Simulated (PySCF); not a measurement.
Compound: C₅H₆O₂.
Atom-mapped SMILES: `[CH2:1]=[CH:2][C:3](=[CH2:4])[C:5](=[O:6])[OH:7]` (hydrogens: H8, H9 on C1; H10 on C2; H11, H12 on C4; H13 on O7)

The closed-shell SCF was solved with PySCF and density fitting under several settings on one GFN2-xTB geometry (grid level 2 and gas phase unless stated).

| settings | basis functions | SCF cycles | E (Eh) | HOMO (eV) | LUMO (eV) | dipole (D) |
| --- | --- | --- | --- | --- | --- | --- |
| PBE0/pcSseg-1 | 149 | 15 | -344.1369 | -7.14 | -1.68 | 1.78 |
| wB97X-D/def2-SVPD | 194 | 14 | -344.2128 | -8.94 | -0.02 | 1.91 |
| PBE/3-21G, grid level 4, energy threshold 1e-08 Eh | 75 | 12 | -342.2483 | -5.77 | -2.05 | 1.45 |
| BHandHLYP/6-31G-J, IEF-PCM acetonitrile, grid level 4, energy threshold 1e-07 Eh | 108 | 9 | -344.3135 | -7.80 | -0.41 | 2.59 |
| PBE0/3-21G, IEF-PCM chloroform, start guess huckel, energy threshold 1e-11 Eh | 75 | 15 | -342.2734 | -6.93 | -1.26 | 1.97 |
| B3LYP/6-31G*, IEF-PCM acetone | 110 | 14 | -344.5600 | -6.58 | -1.45 | 2.34 |
| PBE0/def2-SVPD | 194 | 15 | -343.9405 | -7.18 | -1.79 | 1.86 |

Question: Estimate the rows for these settings: (1) B97-2/def2-SVPD, IEF-PCM benzene; (2) B97-D/pcseg-1, start guess vsap.

Answer: 
```csv
settings,basis functions,SCF cycles,E (Eh),HOMO (eV),LUMO (eV),dipole (D)
"B97-2/def2-SVPD, IEF-PCM benzene",194,14,-344.2163,-6.91,-1.80,2.22
"B97-D/pcseg-1, start guess vsap",128,14,-344.2616,-6.07,-2.51,1.68
```

Question: Over all rows, what range does the HOMO–LUMO gap span?

Answer: From 3.56 eV (B97-D/pcseg-1, start guess vsap) to 8.92 eV (wB97X-D/def2-SVPD). The functional of the narrowest has no exact exchange, that of the widest range-separated exact exchange.

Question: And the dipole moment?

Answer: From 1.45 D (PBE/3-21G, grid level 4, energy threshold 1e-08 Eh) to 2.59 D (BHandHLYP/6-31G-J, IEF-PCM acetonitrile, grid level 4, energy threshold 1e-07 Eh); the largest is 1.79 times the smallest, and the median is 1.91 D.

Question: Compare two rows with the functional PBE0: PBE0/pcSseg-1 and PBE0/def2-SVPD. Which energy is lower, and by how much?

Answer: PBE0/pcSseg-1 (149 functions) lies 0.1964 Eh or 123 kcal/mol below PBE0/def2-SVPD (194 functions). The smaller set gives the lower energy; the two sets aren't nested, so the variational bound doesn't order them by size.

B97-D and wB97X-D ran without the empirical dispersion term, which would shift the total energy alone. Cycle counts include a coarse-grid stage where the run had one. All basis functions are spherical, in the Pople sets too. One conformer (not necessarily the lowest) at the GFN2-xTB geometry, without vibrations or thermal averaging.

Shape of the structure used: `[CH2:1]=[CH:2][C:3](=[CH2:4])[C:5](=[O:6])[OH:7]`: C1–C2–C3–C4 180°, C2–C3–C5–O6 0°, H–O7–C5–C3 180°.
